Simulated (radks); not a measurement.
Values are calculated unless marked as measured or tabulated.
Au+, configuration [Xe] 4f14 5d10. Level of theory: Dirac Kohn-Sham, PBEsol, spin-unpolarised, spherical densities, finite nucleus; Fermi nuclear charge, rms radius 5.4371 fm (a radial shooting solver on a logarithmic mesh with Libxc functionals).

Spin-orbit splittings of the eigenvalues, e(l+1/2) - e(l-1/2), with zeta = 2 splitting/(2l+1) and mean radii in bohr:

shell  occ.  splitting (eV)  zeta (eV)  <r> j=l-1/2  <r> j=l+1/2
2p        6            1834       1223      0.05799      0.06654
3p        6           404.8      269.8       0.1736       0.1893
3d       10           87.03      34.81       0.1648       0.1696
4p        6           97.16      64.77       0.4095       0.4436
4d       10           18.10      7.239       0.4520       0.4632
4f       14           3.812      1.089       0.4953       0.5024
5p        6           16.51      11.01        1.004        1.104
5d       10           1.573     0.6291        1.535        1.604
